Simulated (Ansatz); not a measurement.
**Interaction energy ladder**

The pair of K⁺ (SMILES [K+], atom 1) and CH$_{3}$Cl (SMILES CCl, atoms 2–6), both closed shells, in one local arrangement (a lower one may exist), relaxed at PBE0-D4/def2-TZVP:

```
atom    x (Å)    y (Å)    z (Å)
  K1  -0.1642  -0.0096  -3.5513
  C2   0.0413  -0.0970   0.8383
 Cl3  -0.0529   0.9484  -0.6166
  H4  -0.8438  -0.7258   0.8605
  H5   0.0678   0.5690   1.6957
  H6   0.9519  -0.6851   0.7735
```

Ansatz 0.2.0; basis: def2-TZVPPD, with def2-QZVPPD for the basis limit; cores frozen in the correlated methods. The outer core shell of Li, Na, Mg and K is correlated. The def2 sets are not built for correlating such inner shells, so the correlated values are less sure here. B3LYP uses VWN-RPA correlation. Extrapolation: Hartree–Fock as exp(−7.88 √X), correlation as X^−2.97. Interaction energies count from these two fragments, frozen as in the pair, with the counterpoise correction; negative means bound.

(1) What is the interaction energy by CCSD(T) at an estimated basis limit (MP2 extrapolated from triple and quadruple zeta, plus CCSD(T) − MP2 in triple zeta)? (To be estimated.)

(2) Which atoms make the shortest contact between the fragments?

The T1 diagnostic stays at or below 0.009.

Answers

(1) Computed: -47.7 kJ/mol. Hartree–Fock alone gives -43.3 kJ/mol at the basis limit. It counts from the two fragments frozen as in the pair.

The same quantity by other methods in triple zeta, and each one's difference from that estimate:
| method | E_int (kJ/mol) | difference |
| --- | --- | --- |
| PBE-D4 | -48.9 | -1.2 |
| revPBE-D4 | -45.8 | 1.9 |
| BLYP-D4 | -48.3 | -0.6 |
| r2SCAN-D4 | -47.1 | 0.6 |
| B97M-V | -47.1 | 0.6 |
| PBE0-D4 | -48.7 | -0.9 |
| B3LYP-D4 | -49.2 | -1.5 |
| HSE06-D4 | -48.7 | -1.0 |
| wB97X-V | -47.7 | 0.0 |
| wB97M-V | -47.4 | 0.3 |
| B2PLYP | -45.2 | 2.5 |
| HF | -42.5 | 5.3 |
| MP2 | -44.5 | 3.2 |
| CCSD | -43.2 | 4.5 |
| CCSD(T) | -43.3 | 4.4 |
Differences are method less estimate.

(2) K1 and Cl3, 3.09 Å apart.

Basis-set superposition shift (counterpoise-corrected less uncorrected): CCSD(T) 2.6; MP2 2.4; HF 0.3; PBE0-D4 0.5; wB97M-V 0.5 kJ/mol.

For scale, one of the runs: CCSD(T)/def2-TZVPPD, 175 basis functions, launched by `ansatz run in.yaml --threads 2 --pin off --events-out ev --progress --plain --max-ram 5222MiB`. Time: 37 s of wall clock on 2 CPU threads of an Arm Neoverse V1; the host was shared. Peak host memory: 1.5 GiB.
